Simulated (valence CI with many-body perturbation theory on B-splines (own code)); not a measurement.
## E1 transitions of Kr VI

Method: relativistic CI+MBPT: three valence electrons over a frozen Dirac-Fock core [Ar] 3d10, radial functions for each j: 11 s, 11 p, 9 d, 7 f, 5 g, 2 h, 1 i, with the one-electron correlation potential Σ1 (screened to all orders), the two-electron term Σ2, the three-electron term Σ3, Breit, model QED; selected single and double excitations, second order for the rest, scaled by the run's own slope (own B-spline code, finite nucleus).

Against 39 measured levels this calculation errs by 174 cm⁻¹ on average and by 872 at most. These come from a selection out of Saloman, J. Phys. Chem. Ref. Data 36, 215 (2007). Levels without a partner in it may be off by more. 4 measured levels below the end of the list, from 390595 cm⁻¹ on, found no clear computed partner, and computed levels of the same name lie up to 2816 cm⁻¹ from them.

Lines 1 to 50 of 268 in falling wavelength, among levels below 462580 cm⁻¹, chosen from the strongest by gf and those to the six lowest levels. Wavelengths and rates use the calculated energies, so an error of 200 cm⁻¹ moves a line at 2056 Å by 0.41 % and its rate by three times that or more. Electric multipoles are in the length gauge, E1 and E2 with the static RPA response of the core. Weak lines are less certain than strong ones. Lines between different terms over intervals too small for the method are left out, as are lines whose strength nearly cancels. Where a level lies close to another of its J and parity, the split of strength between their lines is uncertain. The highest levels of a list are the least certain.

Names give the largest LS component (configuration and term), which can be under half, so a name can repeat, a term be missing and a line seem to break the LS rules; names also repeat where a configuration has a term twice. Letters in brackets count levels of one name in rising energy.

| λ vac (Å) | λ from measured levels | Upper | Lower | A (s⁻¹) | S (a.u.) |
| --- | --- | --- | --- | --- | --- |
| 5264 |  | 4s2 6p 2P°_1/2 | 4s2 6s 2S_1/2 | 5.48e+07 | 7.90e+00 |
| 4964 |  | 4s 4p 5s 2P°_3/2 [b] | 4s2 6s 2S_1/2 | 5.79e+07 | 1.40e+01 |
| 3585 |  | 4s 4p 5s 2P°_1/2 [b] | 4s2 6s 2S_1/2 | 1.39e+08 | 6.34e+00 |
| 3527 |  | 4s2 6p 2P°_3/2 | 4s2 6s 2S_1/2 | 1.63e+08 | 1.42e+01 |
| 2884 |  | 4s 4p 5p 2P_3/2 | 4s 4p 5s 2P°_3/2 [a] | 4.32e+07 | 2.05e+00 |
| 2569 |  | 4s 4p 5p 4P_3/2 | 4s 4p 5s 2P°_3/2 [a] | 3.94e+07 | 1.32e+00 |
| 2466 |  | 4s 4p 5p 2P_3/2 | 4s 4p 5s 2P°_1/2 [a] | 5.56e+07 | 1.65e+00 |
| 2461 |  | 4s 4p 5p 2P_1/2 | 4s 4p 5s 2P°_1/2 [a] | 1.66e+08 | 2.44e+00 |
| 2420 |  | 4s2 5d 2D_5/2 | 4s 4p 4d 2F°_7/2 [a] | 3.27e+07 | 1.37e+00 |
| 2378 |  | 4s2 6p 2P°_1/2 | 4s2 5d 2D_3/2 | 3.53e+08 | 4.69e+00 |
| 2367 |  | 4s2 5d 2D_3/2 | 4s2 4f 2F°_5/2 | 2.01e+08 | 5.27e+00 |
| 2335 |  | 4s 4p 5s 2P°_3/2 [b] | 4s2 5d 2D_5/2 | 2.89e+08 | 7.26e+00 |
| 2297 |  | 4s 4p 5p 2D_3/2 | 4s 4p 5s 2P°_3/2 [a] | 8.02e+07 | 1.92e+00 |
| 2276 |  | 4s2 5d 2D_5/2 | 4s2 4f 2F°_7/2 | 1.85e+08 | 6.47e+00 |
| 2267 |  | 4s 4p 5p 4D_5/2 | 4s 4p 5s 4P°_5/2 | 3.65e+07 | 1.26e+00 |
| 2192 |  | 4s 4p 5p 4S_3/2 | 4s 4p 5s 2P°_3/2 [a] | 1.03e+08 | 2.14e+00 |
| 2177 |  | 4s 4p 5p 4D_3/2 | 4s 4p 5s 4P°_3/2 | 1.91e+08 | 3.88e+00 |
| 2166 |  | 4s 4p 5p 4D_1/2 | 4s 4p 5s 4P°_1/2 | 3.42e+08 | 3.43e+00 |
| 2091 |  | 4s 4p 5p 4P_3/2 | 4s 4p 5s 4P°_5/2 | 1.11e+08 | 2.00e+00 |
| 2063 |  | 4s 4p 5p 2D_5/2 | 4s 4p 5s 2P°_3/2 [a] | 5.11e+08 | 1.33e+01 |
| 2063 |  | 4s 4p 5p 4D_3/2 | 4s 4p 5s 4P°_1/2 | 1.76e+08 | 3.05e+00 |
| 2056 | 2052 | 4s2 5p 2P°_1/2 | 4s2 5s 2S_1/2 | 5.13e+08 | 4.40e+00 |
| 2030 |  | 4s 4p 5p 4D_7/2 | 4s 4p 5s 4P°_5/2 | 5.61e+08 | 1.86e+01 |
| 2023 |  | 4s 4p 5p 2D_3/2 | 4s 4p 5s 2P°_1/2 [a] | 3.01e+08 | 4.93e+00 |
| 2012 |  | 4s 4p 5p 4D_5/2 | 4s 4p 5s 4P°_3/2 | 4.57e+08 | 1.10e+01 |
| 1971 |  | 4s 4p 5p 4P_5/2 | 4s 4p 5s 4P°_5/2 | 5.18e+08 | 1.18e+01 |
| 1970 |  | 4s 4p 5p 4P_1/2 | 4s 4p 5s 4P°_3/2 | 4.46e+08 | 3.36e+00 |
| 1963 |  | 4s 4p 5s 2P°_1/2 [b] | 4s2 5d 2D_3/2 | 5.83e+08 | 4.35e+00 |
| 1959 |  | 4s2 6p 2P°_3/2 | 4s2 5d 2D_5/2 | 5.73e+08 | 8.51e+00 |
| 1955 | 1950 | 4s2 5p 2P°_3/2 | 4s2 5s 2S_1/2 | 5.92e+08 | 8.73e+00 |
| 1933 |  | 4s 4p 5p 2P_3/2 | 4s 4p 5s 4P°_1/2 | 3.25e+08 | 4.63e+00 |
| 1930 |  | 4s 4p 5p 2P_1/2 | 4s 4p 5s 4P°_1/2 | 1.44e+08 | 1.02e+00 |
| 1907 |  | 4s 4p 5p 2D_3/2 | 4s 4p 5s 4P°_5/2 | 1.52e+08 | 2.08e+00 |
| 1872 |  | 4s 4p 5p 4P_3/2 | 4s 4p 5s 4P°_3/2 | 2.16e+08 | 2.80e+00 |
| 1834 |  | 4s 4p 5p 4S_3/2 | 4s 4p 5s 4P°_5/2 | 4.54e+08 | 5.53e+00 |
| 1786 |  | 4s 4p 5p 4P_3/2 | 4s 4p 5s 4P°_1/2 | 1.20e+08 | 1.35e+00 |
| 1775 |  | 4s 4p 5p 4P_5/2 | 4s 4p 5s 4P°_3/2 | 6.46e+07 | 1.07e+00 |
| 1663 |  | 4s 4p 5p 4S_3/2 | 4s 4p 5s 4P°_3/2 | 1.26e+08 | 1.14e+00 |
| 1367 |  | 4s2 5d 2D_3/2 | 4s2 5p 2P°_3/2 | 4.11e+08 | 2.07e+00 |
| 1360 |  | 4s2 5d 2D_5/2 | 4s2 5p 2P°_3/2 | 2.48e+09 | 1.85e+01 |
| 1322 |  | 4s2 5d 2D_3/2 | 4s2 5p 2P°_1/2 | 2.19e+09 | 1.00e+01 |
| 1065 | 1061 | 4p3 2D°_5/2 | 4s 4p2 2P_3/2 | 3.09e+08 | 1.10e+00 |
| 1040 |  | 4s2 6s 2S_1/2 | 4s2 5p 2P°_3/2 | 2.91e+09 | 3.22e+00 |
| 1019 |  | 4s 4p 5p 2D_5/2 | 4s 4p 4d 2F°_7/2 [a] | 1.29e+09 | 4.06e+00 |
| 1013 |  | 4s2 6s 2S_1/2 | 4s2 5p 2P°_1/2 | 1.47e+09 | 1.51e+00 |
| 1004 | 1003 | 4s 4p2 4P_1/2 | 4s2 4p 2P°_3/2 | 4.22e+06 | 4.22e-03 |
| 1001 |  | 4s 4p 5p 2P_3/2 | 4s 4p 4d 2D°_5/2 [a] | 4.03e+08 | 7.98e-01 |
| 997.4 |  | 4s 4p 5p 2P_1/2 | 4s 4p 4d 2D°_3/2 [a] | 7.26e+08 | 7.11e-01 |
| 996.2 |  | 4s 4p 5p 2D_3/2 | 4s 4p 4d 2F°_5/2 [a] | 1.05e+09 | 2.05e+00 |
| 980.0 | 980.4 | 4s2 5p 2P°_1/2 | 4s2 4d 2D_3/2 | 1.88e+09 | 1.75e+00 |
